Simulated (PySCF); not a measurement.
Orbital gap (eV) of eight silicon and germanium compounds: PBE beside M06-2X, computed with PySCF for isolated molecules in the bases named; differences from unrounded values. The eight are the first of their class met in an unordered collection, after screening for sound electronic states; none was chosen by its value. Each molecule has one DFT geometry for both levels.

```tsv
molecule	basis	M06-2X	PBE	difference
C2H5FO2Si, SMILES C(=O)C[Si@@H](F)O	def2-TZVP	9.23	3.91	-5.32
C3H7FOSi, SMILES C=CC[Si@H](O)F	def2-TZVP	9.25	5.12	-4.13
CH7ClOSi2, SMILES [SiH2](C)[Si@@H](O)Cl	def2-TZVP	9.53	5.60	-3.93
1-hydroxysiletane (C₃H₈OSi), SMILES O[SiH]1CCC1	def2-TZVP	10.08	6.04	-4.04
FGeH3S3, SMILES [F][Ge]([SH])([SH])[SH]	def2-TZVP	8.96	4.41	-4.56
BFH4O3Si, SMILES OB(O)O[SiH2]F	def2-TZVP	11.77	6.99	-4.78
Si(H)(F)(Br)(NH2) (BrFH₃NSi), SMILES F[SiH](Br)N	def2-TZVP	10.79	6.38	-4.41
C4H9FSi, SMILES CC[SiH2]/C=C\F	def2-TZVP	9.32	5.01	-4.31
```

PBE lies below M06-2X in 8 and above it in 0 of the eight; the mean signed difference is -4.44 and the largest -5.32 eV.
